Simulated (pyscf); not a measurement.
# `[O]=[Nb]([OH])([OH])[OH]`, singlet

Gas-phase minimum from PySCF at ωB97X-D3(BJ)/def2-SVP, one conformer. 

```xyz
8

O      0.2145     0.2852     1.1195
Nb    -0.6588     0.0347    -0.3089
O      0.5142    -0.6597    -1.6290
O     -1.3808     1.6934    -0.8829
O     -2.0556    -1.2023     0.0369
H      1.4514    -0.8761    -1.6224
H     -1.3382     2.5842    -0.5225
H     -2.3308    -1.6760     0.8275
```

Bonds (Å): O1–Nb2 1.693, Nb2–O3 1.898, Nb2–O4 1.898, Nb2–O5 1.898, O3–H6 0.962, O4–H7 0.962, O5–H8 0.962. Angles (°): O1–Nb2–O3 108.8, O1–Nb2–O4 108.8, O1–Nb2–O5 108.8, O3–Nb2–O4 110.2, O3–Nb2–O5 110.1, O4–Nb2–O5 110.2, Nb2–O3–H6 132.8, Nb2–O4–H7 132.8, Nb2–O5–H8 133.0.

Properties at ωB97X-D3(BJ)/def2-SVP:

```
Item                                                                                                                                                                                                               Value
---------------------------------------------------------------------------------------------------------------------  -------------------------------------------------------------------------------------------------
Harmonic wavenumbers, unscaled                                                                                         195, 195, 205, 212, 212, 331, 348, 349, 475, 476, 488, 730, 755, 755, 1062, 3954, 3954, 3960 cm⁻¹
Zero-point energy                                                                                                                                                                                          26.7 kcal/mol
Rotational symmetry number                                                                                                                                                                                             3
Entropy of this conformer at 298 K and 1 atm, rigid rotor and harmonic oscillator, modes under 100 cm⁻¹ raised to 100                                                                                    346.1 J/(mol K)
Dipole moment                                                                                                                                                                                                     0.40 D
```

Single-point totals, which compare only within one level:

```csv
level,total energy (hartree)
ωB97X-D3(BJ)/def2-TZVP,-360.11446
PBE/def2-TZVP,-359.78159
r²SCAN/def2-TZVP,-359.95400
B3LYP-D3(BJ)/def2-TZVP,-360.08889
PBE0-D3(BJ)/def2-TZVP,-359.72478
M06-2X/def2-TZVP,-359.82066
ωB97M-D3(BJ)/def2-TZVP,-360.06996
```

Soft torsions are taken as harmonic, which can shift the entropy by several J/(mol K). Elements past Kr carry the def2 core potentials, without spin-orbit coupling.
